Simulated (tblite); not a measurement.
Species: C4H11ClOSi2.
Atom-mapped SMILES: `[O:1]=[C:2]([CH2:3][CH2:4][SiH3:5])[CH2:6][SiH2:7][Cl:8]` (hydrogens: H9, H10 on C3; H11, H12 on C4; H13, H14, H15 on Si5; H16, H17 on C6; H18, H19 on Si7)

Computed with GFN2-xTB (tblite), gas phase: L-BFGS steps from a force-field or distance-geometry start until the largest atomic force falls under 0.01 eV/Å.

Step 5: E = -715.1254 eV
```
atom  x, y, z in Å  |  force x, y, z in eV/Å
O1      0.1404    1.4116    0.3427   -0.078   0.252  -0.002
C2      0.3857    0.2438    0.1603    0.130  -0.364   0.071
C3     -0.5650   -0.8410    0.5946   -0.046  -0.136   0.090
C4     -1.8078   -0.8757   -0.3052    0.043  -0.127  -0.047
Si5    -2.7993    0.7338   -0.0677    0.004  -0.004  -0.018
C6      1.6901   -0.1862   -0.4388   -0.122  -0.060  -0.040
Si7     3.0586    0.5865    0.6693   -0.190   0.127  -0.275
Cl8     3.7837   -0.8656    1.8306    0.120  -0.225   0.166
H9     -0.8862   -0.5999    1.6159    0.055  -0.121  -0.105
H10    -0.0627   -1.8113    0.5944   -0.022   0.009   0.043
H11    -1.5058   -1.0389   -1.3441    0.021   0.139   0.065
H12    -2.4014   -1.7548   -0.0388    0.003   0.107   0.079
H13    -4.0320    0.6948   -0.8573    0.014  -0.055  -0.028
H14    -1.9451    1.8342   -0.4693   -0.244   0.204  -0.137
H15    -3.1262    0.7760    1.3592   -0.053   0.048   0.022
H16     1.7463   -1.2743   -0.5109    0.092   0.132  -0.045
H17     1.7459    0.2306   -1.4472    0.095   0.009   0.143
H18     2.4563    1.6099    1.5025    0.049   0.073   0.090
H19     4.1147    1.1359   -0.1673    0.127  -0.006  -0.072
```

Step 6: E = -715.1359 eV
```
atom  x, y, z in Å  |  force x, y, z in eV/Å
O1      0.1323    1.4088    0.3433    0.078  -0.241  -0.073
C2      0.3865    0.2342    0.1658    0.021   0.302   0.063
C3     -0.5633   -0.8421    0.5964   -0.109  -0.222   0.162
C4     -1.8062   -0.8701   -0.3038    0.059  -0.234  -0.062
Si5    -2.7994    0.7360   -0.0684   -0.052   0.056   0.049
C6      1.6906   -0.1879   -0.4345   -0.149  -0.112  -0.157
Si7     3.0545    0.5911    0.6612   -0.027   0.031  -0.045
Cl8     3.7842   -0.8678    1.8310    0.063  -0.107   0.070
H9     -0.8882   -0.6028    1.6183    0.075  -0.132  -0.136
H10    -0.0587   -1.8107    0.5941   -0.055  -0.033   0.050
H11    -1.5079   -1.0394   -1.3425    0.049   0.175   0.046
H12    -2.3972   -1.7518   -0.0399   -0.026   0.116   0.106
H13    -4.0333    0.6921   -0.8610    0.048  -0.062   0.002
H14    -1.9563    1.8441   -0.4768   -0.242   0.173  -0.119
H15    -3.1292    0.7775    1.3638   -0.026   0.046  -0.082
H16     1.7512   -1.2754   -0.5186    0.088   0.132   0.009
H17     1.7517    0.2294   -1.4423    0.046   0.040   0.134
H18     2.4600    1.6103    1.5059    0.046   0.072   0.066
H19     4.1190    1.1337   -0.1691    0.113  -0.001  -0.081
```

Step 7: E = -715.1458 eV
```
atom  x, y, z in Å  |  force x, y, z in eV/Å
O1      0.1274    1.4029    0.3426    0.064  -0.047  -0.034
C2      0.3869    0.2312    0.1711   -0.012   0.128  -0.029
C3     -0.5633   -0.8459    0.5993   -0.071  -0.167   0.106
C4     -1.8042   -0.8685   -0.3032    0.044  -0.173  -0.017
Si5    -2.8000    0.7382   -0.0683   -0.052   0.055   0.062
C6      1.6887   -0.1906   -0.4331   -0.100  -0.055  -0.131
Si7     3.0512    0.5946    0.6546    0.102  -0.046   0.112
Cl8     3.7854   -0.8706    1.8320    0.011  -0.001  -0.015
H9     -0.8887   -0.6071    1.6186    0.054  -0.129  -0.071
H10    -0.0563   -1.8111    0.5947   -0.053  -0.097   0.054
H11    -1.5087   -1.0371   -1.3409    0.078   0.169  -0.002
H12    -2.3946   -1.7480   -0.0390   -0.075   0.068   0.113
H13    -4.0335    0.6891   -0.8638    0.063  -0.067   0.021
H14    -1.9690    1.8545   -0.4845   -0.237   0.138  -0.097
H15    -3.1320    0.7794    1.3662   -0.010   0.048  -0.131
H16     1.7563   -1.2747   -0.5244    0.067   0.058   0.038
H17     1.7568    0.2293   -1.4369    0.001   0.079   0.057
H18     2.4637    1.6118    1.5096    0.053   0.052   0.030
H19     4.1241    1.1319   -0.1717    0.071  -0.011  -0.064
```

**Question.** Estimate the geometry and energy of step 8. (The exact step hangs on the optimiser's Hessian estimate; all steps are aligned on step 7, rigid shifts and turns removed.)

**Answer.** E = -715.1567 eV, largest force 0.303 eV/Å
```
atom  x, y, z in Å  |  force x, y, z in eV/Å
O1      0.1223    1.3970    0.3414    0.047   0.051  -0.002
C2      0.3869    0.2270    0.1767   -0.078  -0.011  -0.104
C3     -0.5640   -0.8533    0.6039    0.031  -0.047  -0.022
C4     -1.8009   -0.8690   -0.3022   -0.008  -0.003   0.046
Si5    -2.8013    0.7416   -0.0672    0.004   0.017   0.020
C6      1.6847   -0.1942   -0.4332    0.020   0.055  -0.012
Si7     3.0495    0.5977    0.6491    0.192  -0.094   0.215
Cl8     3.7869   -0.8739    1.8326   -0.032   0.086  -0.086
H9     -0.8886   -0.6151    1.6184    0.005  -0.110   0.063
H10    -0.0544   -1.8142    0.5968   -0.037  -0.173   0.053
H11    -1.5076   -1.0308   -1.3394    0.098   0.131  -0.044
H12    -2.3935   -1.7425   -0.0354   -0.130  -0.012   0.095
H13    -4.0326    0.6839   -0.8669    0.059  -0.076   0.033
H14    -1.9897    1.8703   -0.4961   -0.223   0.087  -0.064
H15    -3.1357    0.7829    1.3664   -0.001   0.051  -0.132
H16     1.7640   -1.2732   -0.5307    0.032  -0.054   0.055
H17     1.7631    0.2311   -1.4298   -0.050   0.127  -0.065
H18     2.4694    1.6146    1.5147    0.070   0.012  -0.023
H19     4.1317    1.1293   -0.1762   -0.002  -0.036  -0.024
```

The energy changes by -0.0109 eV. The first-order estimate −F·Δx gives -0.0156 eV and the mean of the old and new forces, exact on a quadratic surface, -0.0109 eV. The step makes an angle of 54° with the force vector and moves no atom by more than 0.029 Å.

What follows is the cost of the whole relaxation. Hardware: Arm Neoverse V1, one thread, no GPU, on a shared host. Cost: 2.1 s.
